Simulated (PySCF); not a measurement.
Molecule: `C[C@H](CCl)C(=O)[O-]`, [C4H6ClO2]-.

Cartesian coordinates in Å; atom numbers follow the order of the lines, from 1:
```xyz
13

C     1.336   -0.405    0.266
C    -0.066    0.162    0.409
C    -1.099   -0.684   -0.252
Cl   -1.285   -2.347    0.494
C    -0.194    1.600   -0.369
O     0.417    1.665   -1.433
O    -0.907    2.416    0.210
H     2.038    0.166    0.870
H     1.377   -1.452    0.576
H     1.642   -0.327   -0.777
H    -0.322    0.338    1.458
H    -0.847   -0.882   -1.293
H    -2.094   -0.247   -0.175
```

Total charge -1.

Frames of a GFN2-xTB Langevin trajectory at 400 K; GIAO PBE0/pcSseg-1 shieldings in PySCF, gas phase, non-relativistic; equivalent atoms averaged within each frame.

Chemical shifts δ = σref − σ; ¹³C (σ = 186.93 ppm), ¹H (σ = 31.72 ppm) against TMS; HCl for ³⁵Cl (σ = 949.78 ppm); ¹⁷O (σ = 336.08 ppm) vs H2O, all at this level. The references are static minima.

How do the shifts (ppm) fluctuate along the trajectory?

## Answers


```
         time (fs)     C5    C3    C2    C1  Cl4     O7     O6   H13   H12   H11
optimised geometry  167.3  67.5  56.0  17.9   58  341.9  309.9  4.33  3.73  1.96
               250  151.0  92.1  68.8  16.8  109  307.7  262.8  6.85  4.71  3.10
               425  158.6  62.9  59.5  18.6  105  300.3  297.7  4.52  3.45  3.05
               625  163.5  81.0  55.0  23.6  147  314.6  352.7  3.93  3.83  1.58
               800  177.1  57.8  59.8  17.4   45  362.6  356.3  5.82  3.47  1.64
              1000  161.1  70.0  50.7  24.3   64  306.4  310.0  5.32  3.16  2.60
    mean of frames  162.3  72.8  58.7  20.2   94  318.3  315.9  5.29  3.72  2.39
standard deviation    9.5  13.9   6.7   3.5   40   25.3   39.3  1.14  0.60  0.74
```

5 frames give an uncertainty of the mean of about the standard deviation over 2.2 at best, since frames this close in time may not be independent; classical motion lacks zero-point vibration, and the reference would need the same averaging.
